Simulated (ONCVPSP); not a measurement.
**Pseudopotential generation for gold: ONCV, LDA (Perdew-Zunger), scalar-relativistic.**

gold (Au), optimised norm-conserving Vanderbilt (ONCV), made with ONCVPSP 4.0.1 (LDA (Perdew-Zunger), scalar-relativistic). Core [Xe] 4f14, reference 5d10 (charge +1). Waves: s scattering state at 0.03 Ha: rc 1.85 bohr, ncon 4, nbas 8, qcut 2.9 1/bohr, 2 projectors, debl 0.8 Ha; p scattering state at 0.05 Ha: rc 1.85 bohr, ncon 5, nbas 9, qcut 4.1 1/bohr, local; 5d: rc 2.15 bohr, ncon 4, nbas 9, qcut 6.2 1/bohr, 1 projector. Local part: the p channel. Core correction: none.

All-electron outer shells of the reference configuration (LDA (Perdew-Zunger), scalar-relativistic, ld1.x):

```csv
shell,level (eV),outermost node (bohr),outermost maximum (bohr)
5d,-15.62,0.56,1.21
```

**Question.** Does this generation succeed?

**Answer.** No. ONCVPSP 4.0.1 stopped with "optimize: ERROR ps0norm > uunorm, code will stop": the continuity conditions at rc already need more norm inside rc than the all-electron wave has, so norm conservation cannot be met. It happened in the p channel.
